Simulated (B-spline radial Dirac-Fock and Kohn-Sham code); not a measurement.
## The M4-N45N45 Auger spectrum of Sn³⁺

System: Sn³⁺ in the configuration 1s2 2s2 2p6 3s2 3p6 3d10 4s2 4p6 4d10 5s1, inside a Watson sphere of charge -3 and radius 3 Å (a model of the Madelung potential; inside it an electron's potential energy is raised by 14.4 eV).

Input of the calculation (task.json; shells as n, l, electrons):

```json
{"items": [{
  "Z": 50,
  "q": 3,
  "cfg": [[1, 0, 2], [2, 0, 2], [2, 1, 6], [3, 0, 2], [3, 1, 6], [3, 2, 10], [4, 0, 2], [4, 1, 6], [4, 2, 10], [5, 0, 1]],
  "A": 120,
  "rrms": 4.6519,
  "watson": [-3, 3.0],
  "do": ["binding", "quiet", "double"]
}]}
```

Launch: `python xray_run.py task.json out`

Model: Dirac-Fock energy differences between relaxed states, corrected for Breit and QED terms. Program: a radial atomic solver. The two-hole levels come from diagonalising the Coulomb interaction among the jj configurations; intensities are independent-particle Coulomb rates. Kinetic energies are from the vacuum level. The model has no electron correlation. Open outer shells are spectators and are not coupled to the holes.

```tsv
kinetic energy (eV)	J	leading jj holes (weight)	leading LS term (weight)	intensity (%)
397.2	0	N4N4 (0.60)	¹S0 (0.96)	5.6
402.2	4	N4N5 (0.88)	¹G4 (0.99)	27.5
402.6	2	N4N4 (0.53)	¹D2 (0.53)	22.1
402.9	0	N5N5 (0.60)	³P0 (0.96)	2.1
402.9	1	N4N5 (1.00)	³P1 (1.00)	8.9
403.8	2	N5N5 (0.56)	³P2 (0.56)	8.4
404.9	2	N5N5 (0.44)	³F2 (0.77)	8.3
405.3	3	N4N5 (1.00)	³F3 (1.00)	14.9
406.2	4	N5N5 (0.88)	³F4 (0.99)	2.2
```

The strongest line, by its leading LS label ¹G4, lies at 402.2 eV. The mean weight of the leading component is 0.72 in jj and 0.86 in LS coupling, so LS labels describe these levels better.
